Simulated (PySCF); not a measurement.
Start geometry of selenium hexafluoride (`F[Se](F)(F)(F)(F)F`) from GFN2-xTB (Å):
```
atom  x, y, z in Å
F1    -0.3239   -1.5410    0.6690
Se2    0.0005    0.0007   -0.0036
F3     0.9497   -0.7334   -1.2266
F4     1.3888    0.1421    0.9897
F5    -1.3878   -0.1405   -0.9975
F6     0.3254    1.5423   -0.6765
F7    -0.9494    0.7349    1.2185
```

Task: What comes out of this run: PBE0-D3(BJ)/def2-SVP geometry optimisation, gas phase (PySCF 2.14.0)?

Result: 
```
atom  x, y, z in Å
F1    -0.3220   -1.5332    0.6634
Se2    0.0005    0.0007   -0.0039
F3     0.9558   -0.7274   -1.2120
F4     1.3735    0.1446    0.9947
F5    -1.3727   -0.1432   -1.0025
F6     0.3231    1.5346   -0.6711
F7    -0.9549    0.7288    1.2043
```

The energy falls by 0.010 eV over 6 energy and gradient evaluations, the largest force component goes from 0.0059 to 1.1e-04 Eh/bohr, and the atoms move by 0.009 Å rms after alignment. Among the bonds, F1–Se2, Se2–F3, Se2–F4, Se2–F5, Se2–F6 and Se2–F7 change most and about equally (-0.010 to -0.009 Å). Bonds longer at the end by more than 0.005 Å: 0 of 6; shorter: 6. The orientation of the end geometry is arbitrary; only internal coordinates are fixed.

The run used 116 basis functions and 39 SCF cycles in all. The run took 40 s wall on Arm Neoverse V1, one thread, on a shared host.

PBE0-D3(BJ)/def2-SVP frequencies: not computed here.
